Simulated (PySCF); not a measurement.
Aminodimethylborane, C₂H₈BN.
Bonds: C1–B2, B2–C3, B2–N4. Hydrogens: H5, H6, H7 on C1; H8, H9, H10 on C3; H11, H12 on N4.

Method: PySCF, PBE0-D3(BJ)/def2-TZVP geometry optimisation, gas phase; density fitting, grid level 2; the optimiser is geomeTRIC in internal coordinates, started from a GFN2-xTB structure with every atom displaced at random (about 0.01 Å).

Geometry at step 1:
```
atom  x, y, z in Å
C1      1.3923   -0.3544    0.4539
B2     -0.0437    0.1851    0.0713
C3     -1.2429   -0.8053   -0.1938
N4     -0.2399    1.5619   -0.0734
H5      1.3972   -1.0610    1.2933
H6      1.7642   -0.9098   -0.4173
H7      2.1186    0.4318    0.6712
H8     -1.2997   -1.5297    0.6223
H9     -2.2150   -0.3115   -0.2654
H10    -1.0915   -1.3971   -1.1049
H11    -1.0000    1.9276   -0.6078
H12     0.4960    2.2354    0.0824
```

Question: Give the atomic forces at this geometry.

Answer: 
```csv
atom,Fx (eV/Å),Fy (eV/Å),Fz (eV/Å)
C1,-0.112,-0.058,0.089
B2,0.149,-0.121,0.064
C3,0.054,-0.007,-0.033
N4,0.466,0.059,-0.097
H5,-0.061,0.057,-0.118
H6,0.053,-0.023,0.070
H7,0.027,0.031,0.009
H8,-0.047,-0.074,0.038
H9,-0.007,0.003,-0.062
H10,0.014,0.051,0.033
H11,-0.461,0.216,0.104
H12,-0.076,-0.134,-0.097
```

The largest, 0.52 eV/Å, acts on H11; the rms over all components is 0.134 eV/Å. The forces sum to zero within rounding, as they must for an isolated molecule in no field.

Question: Give the force on H11 in Eh/bohr and in nN.

Answer: 0.519 eV/Å ÷ 51.422 = 0.01010 Eh/bohr, and 0.519 eV/Å × 1.602 = 0.83 nN.

Question: How far is this geometry from the end of the optimisation?

Answer: 0.070 eV above it, and 0.144 Å rms away after alignment. The bonds farthest from their final lengths, with half the difference of the two atoms' forces along the bond (positive lengthens):

```tsv
bond	now (Å)	final (Å)	force along bond (eV/Å)
N4–H11	0.999	1.006	+0.33
N4–H12	1.010	1.006	-0.26
C1–B2	1.581	1.578	-0.13
C1–H6	1.098	1.095	+0.03
C3–H8	1.093	1.095	+0.05
C1–H5	1.097	1.095	-0.12
```

The angle farthest from its final value is B2–C1–H6, 106.8° against 110.6°.

The cost below is that of the whole optimisation. On 2 threads, AMD EPYC 9B45 (x86_64), shared host, this took 43 s wall, 2.2 min CPU and 0.83 GiB of memory at its peak.
